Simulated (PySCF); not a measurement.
PySCF 2.14 output of a UHF calculation on a single atom or ion in aug-cc-pwCVDZ-PP with ECP28MDF (6s6p5d3f, 70 functions), with scalar relativity through the core potential:

```
SCF conv_tol = 1e-09
number electrons alpha = 11  beta = 8
cycle= 1 E= -145.845128119613  delta_E= -0.00712  |g|= 0.029  |ddm|= 0.0972
cycle= 2 E= -145.845588454699  delta_E= -0.00046  |g|= 0.00747  |ddm|= 0.0346
cycle= 3 E= -145.84565044879  delta_E= -6.2e-05  |g|= 0.00142  |ddm|= 0.0224
cycle= 4 E= -145.845653866986  delta_E= -3.42e-06  |g|= 0.000602  |ddm|= 0.00826
cycle= 5 E= -145.845654157363  delta_E= -2.9e-07  |g|= 9.29e-05  |ddm|= 0.00292
cycle= 6 E= -145.845654190904  delta_E= -3.35e-08  |g|= 2.02e-05  |ddm|= 0.00144
cycle= 7 E= -145.845654192588  delta_E= -1.68e-09  |g|= 2.48e-06  |ddm|= 0.000336
cycle= 8 E= -145.845654192599  delta_E= -1.09e-11  |g|= 4.3e-07  |ddm|= 2.74e-05
converged SCF energy = -145.845654192599  <S^2> = 3.7530688  2S+1 = 4.0015341
```

The run itself started from symmetry-adapted Hartree-Fock orbitals and held the occupation by maximum overlap, so the iterations belong to that start.

**Question.** Which element, charge and spin multiplicity is this?

**Answer.** Ag (silver, neutral), multiplicity 4; the state was [Kr] 4d9 5s1 5p1, one real determinant (an excited configuration).

⟨L²⟩ = 8.06 against 12 for a pure F term, so this real determinant mixes terms. Energies and moments cover only the electrons outside the core potential.
